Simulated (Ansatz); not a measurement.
Reaction (formal exchange of groups at the Si–C bond): `O[Si@H](F)C[Si@H](O)F` + `C=CF` → `C=C(F)[SiH](O)F` + `C[SiH](O)F`

Program: Ansatz. Geometries: PBE0-D4/def2-TZVP. ΔE: electronic, gas phase. CCSD(T)/CBS adds triple-zeta CCSD(T) − MP2 to the extrapolated MP2 energy (def2 sets, frozen cores). Functionals use def2-TZVPP. B3LYP here is the variant with VWN-RPA as its local correlation; programs differ in this. Each species was taken in one conformer, which may not be the lowest.

```tsv
level	ΔE (kJ/mol)	difference from CCSD(T)/CBS
r2SCAN-D4	31.5	-0.5
PBE0-D4	33.6	1.6
B3LYP-D4	29.8	-2.2
ωB97X-V	31.6	-0.4
PBE	27.5	-4.5
B3LYP	24.3	-7.7
MP2/def2-TZVPP	33.7	1.7
SCS-MP2/def2-TZVPP	30.2	-1.8
CCSD/def2-TZVPP	31.7	-0.3
CCSD(T)/def2-TZVPP	32.4	0.4
HF/def2-QZVPP	23.7	-8.3
MP2/def2-QZVPP	33.4	1.4
SCS-MP2/def2-QZVPP	29.9	-2.1
HF/CBS(def2)	23.7	-8.3
MP2/CBS(def2)	33.4	1.4
CCSD/CBS(def2)	31.3	-0.7
CCSD(T)/CBS	32.0	0
```

Largest T1 diagnostic among the species: 0.012.

In def2-TZVPP, CCSD(T) changes the Hartree–Fock value by +8.2 kJ/mol (the triples alone add +0.7 kJ/mol) and MP2 by +9.6 kJ/mol. The D4 term adds +5.6 kJ/mol with B3LYP and +3.2 kJ/mol with PBE0; it sums over pairs of atoms, weighted by their polarisabilities, and B3LYP, whose exchange is more repulsive, gets the larger term.
